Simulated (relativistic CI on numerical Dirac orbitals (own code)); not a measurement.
# Ti2+ in a cubic cluster: 2p photoemission with charge transfer

Computed with a charge-transfer multiplet model of a cubic metal-ligand cluster with up to one ligand hole, Slater and spin-orbit integrals from Dirac-Coulomb-Breit ions, Slater integrals scaled by 0.8. The ground state mixes d2 with configurations of k ligand holes L, whose averages lie at kΔ + k(k − 1)U_dd/2; a core hole lowers each added d electron by U_cd. 300 K, Lorentzian 0.6 eV and Gaussian 0.8 eV FWHM.

Atomic integrals in eV (Slater integrals scaled, ζ unscaled), ground: F2dd 6.578, F4dd 4.090, zeta_d 0.013; with the core hole: F2dd 8.213, F4dd 5.154, zeta_d 0.027, zeta_core 3.743, F2cd 4.498, G1cd 3.275, G3cd 1.857.

Cluster parameters (eV): U_dd = 4.7, U_cd = 6.1, 10Dq = 0.9, 10Dq(ligand) = 1, V(eg) = 2.05, V(t2g) = -0.93, final-state hopping factor = 0.8.

```csv
Case,n_d,d2,d3L,S
Δ = 6.4 eV,2.21,0.79,0.21,1.00
Δ = 7.4 eV,2.19,0.81,0.19,1.00
Δ = 8.4 eV,2.16,0.84,0.16,1.00
Δ = 9.4 eV,2.14,0.86,0.14,1.00
Δ = 10.4 eV,2.12,0.88,0.12,1.00
```

Weights, n_d and S are thermal averages at 300 K. Binding energies count from the first peak over 30 % of the highest in each spectrum, which can be another peak from case to case. The parameters are a model scan and need not match a compound or its usual spin state. Peaks in eV (height, largest 100):
- Δ = 6.4 eV: 0.0 (100), 3.6 (17), 6.2 (50)
- Δ = 7.4 eV: 0.0 (100), 3.8 (16), 6.1 (49)
- Δ = 8.4 eV: 0.0 (100), 6.0 (50)
- Δ = 9.4 eV: 0.0 (100), 3.9 (12), 6.0 (52)
- Δ = 10.4 eV: 0.0 (100), 3.7 (11), 6.0 (53)

For the case Δ = 7.4 eV, Δ = 7.4 eV is larger than U_dd = 4.7 eV, the Mott-Hubbard side of the Zaanen-Sawatzky-Allen scheme. With the core hole the configuration with one ligand hole lies at Δ − U_cd = 0.3, 1.3, 2.3, 3.3, 4.3 eV from the one without, in the order of the table; where this is negative the screened configuration lies lower, though the effective hopping of about 3.5 eV (from the holes of the mixed ground state) mixes the two strongly wherever it is as large as the gap.

With at most 1 ligand hole the space is cut while the next configuration still counts, so covalency is underestimated, and a final configuration with one more ligand hole, which can lie low, is missing from the spectra.
